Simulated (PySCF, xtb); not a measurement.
H₅Sn, SMILES [SnH5-], charge -1.

Harmonic wavenumbers (cm⁻¹) from xtb with GFN2-xTB at its own minimum, in rising order: 326, 331, 673, 692, 692, 713, 876, 957, 968, 971, 1202, 1208.

Task: What does PBE-D3(BJ)/def2-TZVPD (PySCF) give at its own minimum? (An estimate is asked for; the answer gives what the named calculation found.)

Result: 392, 392, 707, 707, 733, 902, 902, 1130, 1256, 1585, 1585, 1618. Paired by order, the mean absolute difference is 192 cm⁻¹ and the zero-point energies are 13.7 and 17.0 kcal/mol.
